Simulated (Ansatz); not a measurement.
Problem. Predict a relaxed structure of fac-CrCl3(PH3)3 (CrP3H9Cl3), charge 0, quartet, at PBE-D4/def2-SVP (Ansatz).

Solution. 
Cartesian coordinates in Å:
```
Cr -0.5217 -0.2775 0.7328
Cl -0.4389 -2.5235 1.1982
P -0.4343 2.0233 0.0370
H -0.8925 2.4376 -1.2589
H 0.7890 2.7744 0.0621
H -1.2414 2.8673 0.8492
Cl 0.0184 0.6921 2.7417
P -0.8847 -1.1422 -1.4821
H -1.9481 -2.0857 -1.5301
H 0.1250 -1.8923 -2.1742
H -1.2773 -0.2915 -2.5699
Cl -2.7719 0.1334 0.5437
P 1.8624 -0.5921 0.6819
H 2.3520 -1.2267 1.8572
H 2.7693 0.5192 0.6209
H 2.4946 -1.4159 -0.3094
```
Point group C3v (tolerance 0.1 Å). The metal has 6 neighbours: Cl 2.30 Å, P 2.41 Å, Cl 2.30 Å, P 2.41 Å, Cl 2.30 Å, P 2.41 Å. This is one stationary point.
